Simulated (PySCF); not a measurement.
F2Sr, triplet, geometry from GFN2-xTB (such geometries of metal compounds can be far from the true shape) (a higher spin typed on purpose: for a closed-shell molecule this is an excited state) (core potentials on Sr). Base run: DF-B3LYP/def2-TZVP in PySCF.

The PySCF input:
```python
from pyscf import gto, scf, dft

mol = gto.Mole()
mol.atom = '''
    Sr   -0.019285   -0.004439   -0.001729
    F    -0.194880    1.548583   -1.320943
    F     0.276304   -1.529840    1.328242
'''
mol.basis = 'def2-tzvp'
mol.ecp = {'Sr': 'def2-tzvp'}
mol.charge = 0
mol.spin = 2
mol.verbose = 4
mol.build()

mf = dft.UKS(mol)
mf.xc = 'b3lyp'
mf = mf.density_fit(auxbasis='def2-universal-jkfit')
mf.kernel()
```

Variants of this job, named by their change:

```csv
change,ΔE vs base (µEh),SCF cycles,<S^2>,outcome
base,0.0,12,2.007,converged
solver = newton,0.0,-,2.007,converged
level_shift = 0.5 (with mf.max_cycle = 100),0.0,31,2.007,converged
diis_space = 4,0.0,14,2.007,converged
diis_space = 20,0.0,12,2.007,converged
diis_space = 2,-,50,-,not converged
conv_tol = 1e-4,117,5,2.007,converged
init_guess = huckel,0.0,12,2.007,converged
solver = newton; init_guess = 1e,0.0,-,2.007,converged
init_guess = 1e,0.0,25,2.007,converged
conv_tol = 1e-7,0.0,9,2.007,converged
conv_tol_grad = 1e-3,0.0,12,2.007,converged
conv_tol = 1e-6,0.0,8,2.007,converged
```

Open shells are given as the SCF converged; they aren't shown to be the lowest states, and a large step between rows can be another state.
